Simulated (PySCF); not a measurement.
Molfile (atoms numbered from 1):
```
C6H8FPSi
     RDKit          3D

 17 17  0  0  0  0  0  0  0  0999 V2000
   -0.1731   -2.2688    0.5459 F   0  0  0  0  0  0  0  0  0  0  0  0
   -0.7180   -1.0366    0.4075 C   0  0  0  0  0  0  0  0  0  0  0  0
   -1.9302   -0.8955   -0.2325 C   0  0  0  0  0  0  0  0  0  0  0  0
   -2.4639    0.3770   -0.3621 C   0  0  0  0  0  0  0  0  0  0  0  0
   -1.7812    1.4700    0.1450 C   0  0  0  0  0  0  0  0  0  0  0  0
   -0.5644    1.3059    0.7826 C   0  0  0  0  0  0  0  0  0  0  0  0
   -0.0023    0.0411    0.9183 C   0  0  0  0  0  0  0  0  0  0  0  0
    1.5518   -0.3057    1.7918 P   0  0  0  0  0  0  0  0  0  0  0  0
    2.8508   -0.7012    0.0064 Si  0  0  0  0  0  4  0  0  0  0  0  0
   -2.4408   -1.7655   -0.6145 H   0  0  0  0  0  0  0  0  0  0  0  0
   -3.4136    0.5111   -0.8566 H   0  0  0  0  0  0  0  0  0  0  0  0
   -2.2003    2.4599    0.0447 H   0  0  0  0  0  0  0  0  0  0  0  0
   -0.0405    2.1628    1.1823 H   0  0  0  0  0  0  0  0  0  0  0  0
    1.9108    1.0326    1.9321 H   0  0  0  0  0  0  0  0  0  0  0  0
    2.4791   -2.0011   -0.5426 H   0  0  0  0  0  0  0  0  0  0  0  0
    4.2209   -0.7048    0.5182 H   0  0  0  0  0  0  0  0  0  0  0  0
    2.7080    0.3309   -1.0268 H   0  0  0  0  0  0  0  0  0  0  0  0
  1  2  1  0
  2  3  2  0
  3  4  1  0
  4  5  2  0
  5  6  1  0
  6  7  2  0
  7  8  1  0
  8  9  1  0
  7  2  1  0
  3 10  1  0
  4 11  1  0
  5 12  1  0
  6 13  1  0
  8 14  1  0
  9 15  1  0
  9 16  1  0
  9 17  1  0
M  END
```

PySCF calculation with NMR shieldings at PBE0/pcSseg-1/GIAO and geometry from GFN2-xTB; averaged over atoms made equivalent by symmetry, fast rotation or ring inversion, single conformer, no solvent, non-relativistic Hamiltonian.

Referencing at the same level of theory: $^{13}$C (σref 186.93), $^{1}$H (σref 31.72), $^{29}$Si (σref 349.16) against TMS; $^{19}$F (σref 170.95) against CFCl3; $^{31}$P (σref 318.38) vs H3PO4.

```json
{"atoms": "C7", "nucleus": "$^{13}$C", "count": "1", "δ (ppm)": "?"}
{"atoms": "H14", "nucleus": "$^{1}$H", "count": "1", "δ (ppm)": "3.20"}
{"atoms": "H11", "nucleus": "$^{1}$H", "count": "1", "δ (ppm)": "7.48"}
{"atoms": "C2", "nucleus": "$^{13}$C", "count": "1", "δ (ppm)": "173.3"}
{"atoms": "H15/H16/H17", "nucleus": "$^{1}$H", "count": "3", "δ (ppm)": "4.10"}
{"atoms": "P8", "nucleus": "$^{31}$P", "count": "1", "δ (ppm)": "?"}
{"atoms": "F1", "nucleus": "$^{19}$F", "count": "1", "δ (ppm)": "-103.8"}
{"atoms": "H12", "nucleus": "$^{1}$H", "count": "1", "δ (ppm)": "?"}
{"atoms": "C5", "nucleus": "$^{13}$C", "count": "1", "δ (ppm)": "?"}
{"atoms": "C3", "nucleus": "$^{13}$C", "count": "1", "δ (ppm)": "120.1"}
{"atoms": "H13", "nucleus": "$^{1}$H", "count": "1", "δ (ppm)": "?"}
{"atoms": "C4", "nucleus": "$^{13}$C", "count": "1", "δ (ppm)": "134.7"}
{"atoms": "H10", "nucleus": "$^{1}$H", "count": "1", "δ (ppm)": "7.25"}
{"atoms": "C6", "nucleus": "$^{13}$C", "count": "1", "δ (ppm)": "139.9"}
{"atoms": "Si9", "nucleus": "$^{29}$Si", "count": "1", "δ (ppm)": "-78.9"}
```

Task: Estimate the values marked ?.

Result: 
- C5: 129.9 ppm, aromatic CH; the aromatic region
- C7: 128.9 ppm, substituted aromatic carbon
- H13: 7.75 ppm, hydrogen on an aromatic CH; aromatic region
- H12: 7.29 ppm, hydrogen on an aromatic CH; ring-current deshielding
- P8: -181.3 ppm, phosphorus bonded to C, Si, H

Shifts are as computed. Against solution values, carbons near 30 ppm lie about +3 ppm off and those near 130 ppm about +5 ppm. Of 1211 compounds with measured shifts, 218 miss one by over three times the rms of a fit or turn the order of signals round; such compounds aren't used in these exercises. Unscaled 19F shifts against computed CFCl3 carry errors that often reach 10 to 50 ppm. Experimental scales use liquid or dissolved standards, which lie at an offset from isolated H3PO4.
